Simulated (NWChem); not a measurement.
Molecule: C$_{3}$HF$_{4}$, doublet; SMILES F/C=[C]/C(F)(F)F

```xyz
8

F     -0.2279    -2.9222    -0.0010
C      0.3189    -1.7051     0.0012
C     -0.3760    -0.5777    -0.0021
C     -0.0683     0.8647    -0.0004
F     -0.5668     1.4868    -1.0907
F     -0.5733     1.4855     1.0878
F      1.2816     1.0594     0.0038
H      1.4279    -1.7244     0.0059
```
Atoms are numbered in this order, from 1.

Program: NWChem. Spin-unrestricted. All runs use the structure optimised with PBE-D3(BJ)/def2-SVP, spin-unrestricted. Not confirmed as a minimum by frequencies. No stability test was run on the SCF state. B3LYP is NWChem's, with the RPA form of VWN correlation. Fermi-contact couplings, non-relativistic, static geometry.

**Question.** Estimate the computed values for B3LYP/pcJ-1. Quantities: A(iso) 19F atom 1 (MHz); A(iso) 13C atom 2 (MHz); A(iso) 13C atom 3 (MHz); A(iso) 13C atom 4 (MHz); A(iso) 19F atom 7 (MHz); A(iso) 1H atom 8 (MHz); <S²>.

**Answer.** 
```yaml
A(iso) 19F atom 1 (MHz): 113
A(iso) 13C atom 2 (MHz): -41.7
A(iso) 13C atom 3 (MHz): 331
A(iso) 13C atom 4 (MHz): 9.5
A(iso) 19F atom 7 (MHz): 121
A(iso) 1H atom 8 (MHz): 111
"<S²>": 0.761
```
